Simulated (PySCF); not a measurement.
Spectrum to structure. Method: PySCF 2.14.0, density-fitted response routines, TDDFT CAM-B3LYP/def2-SVPD, vertical, gas phase, core orbitals frozen in the response. Geometries: GFN2-xTB, one conformer each. Ions are computed without counter-ions or solvent.

| state | ν̃ (cm⁻¹) | f | main configurations (H = HOMO, L = LUMO) |
| --- | --- | --- | --- |
| S1 | 26980 | 0.074 | H→L (95%) |
| S2 | 34450 | 0.0012 | H→L+1 (96%) |
| S3 | 35950 | 0.0001 | H→L+2 (93%) |
| S4 | 37810 | 0.0001 | H-1→L (91%) |
| S5 | 44450 | 0.0015 | H-1→L+1 (87%) |
| S6 | 48310 | 0.294 | H-2→L (88%) |
| S7 | 51940 | 0.0004 | H-4→L (68%), H→L+4 (12%) |
| S8 | 52130 | 0.0017 | H→L+3 (56%), H→L+4 (15%), H-4→L (14%) |

Triplets computed (Tamm–Dancoff): 2.15, 4.00, 4.09 eV.

Question: Which candidate is it? All have the formula [C7H6FS]+.
A. `C=C(F)c1cc[s+]cc1`
B. `C=C1SC[c+]2c(CF)c21`
C. `C=Cc1cccc(F)[s+]1`
D. `C=Cc1cc[s+]cc1F`

Answer: B. Its S1, at 3.35 eV, is the lowest among the candidates; the nearest of the others has S1 at 3.83 eV. S1 is HOMO→LUMO (95%). Löwdin shares by element: HOMO sulfur 56%, carbon 36% or more; LUMO carbon 78% or more (atoms not listed hold the other 22%). At the same level the other candidates give, for their lowest levels:
- `C=Cc1cc[s+]cc1F`: 4.04 eV (f 0.465); 4.64 eV (f 0.036); 5.53 eV (f 0.068); 5.93 eV (f 0.001); 6.03 eV (f 0.002); T1 2.36 eV; HOMO -13.26, LUMO -7.00 eV
- `C=C(F)c1cc[s+]cc1`: 3.96 eV (f 0.408); 4.78 eV (f 0.025); 5.44 eV (f 0.099); 5.86 eV (f 0.009); 6.12 eV (f 0.000); T1 2.35 eV; HOMO -13.17, LUMO -7.00 eV
- `C=Cc1cccc(F)[s+]1`: 3.83 eV (f 0.288); 5.06 eV (f 0.073); 5.56 eV (f 0.107); 5.92 eV (f 0.153); 6.04 eV (f 0.003); T1 2.45 eV; HOMO -13.25, LUMO -6.87 eV

Shape of the structure used: `[CH2:1]=[C:2]1[S:3][CH2:4][c+:5]2[c:6]([CH2:7][F:8])[c:9]21`: C5–C6–C7–F8 0°.
